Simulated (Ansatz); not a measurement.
Consider the ligand exchange at the Al–C bond: `[CH3][AlH][GeH3]` + H–F → `[F][AlH][GeH3]` + CH₄.

Computed with Ansatz on PBE0-D4/def2-TZVP structures; ΔE is electronic, products minus reactants. CBS: MP2 limit from def2 TZ/QZ plus the TZ coupled-cluster correction, frozen cores. This one scheme is used for every species. For Ge outer-core shells are correlated without core-valence functions, which leaves a few kJ/mol of doubt a bond. Scalar relativity is left out up to krypton.

```json
{"species": "`[CH3][AlH][GeH3]`", "CCSD(T)/CBS(def2) energy (Eh)": "-2360.38260"}
{"species": "H–F", "CCSD(T)/CBS(def2) energy (Eh)": "-100.39570"}
{"species": "`[F][AlH][GeH3]`", "CCSD(T)/CBS(def2) energy (Eh)": "-2420.38977"}
{"species": "CH₄", "CCSD(T)/CBS(def2) energy (Eh)": "-40.46206"}
```

Q: Work out ΔE.

A: ΔE = (-2420.38977) + (-40.46206) − (-2360.38260) − (-100.39570) = -0.07353 Eh = -46.1 kcal/mol.

Largest T1 diagnostic among the species: 0.013.

The D4 term adds +1.2 kcal/mol with B3LYP and +0.7 kcal/mol with PBE0; it sums over pairs of atoms, weighted by their polarisabilities, and B3LYP, whose exchange is more repulsive, gets the larger term. Leaving LDA and LC-ωPBE aside and taking each functional with its dispersion term where it has one, the values, not all of them listed here, spread over 4.7 kcal/mol, from CAM-B3LYP-D4 to revPBE-D4. LDA lies +1.4 kcal/mol from PBE without D4.

B3LYP here is the variant with VWN-RPA as its local correlation; programs differ in this.
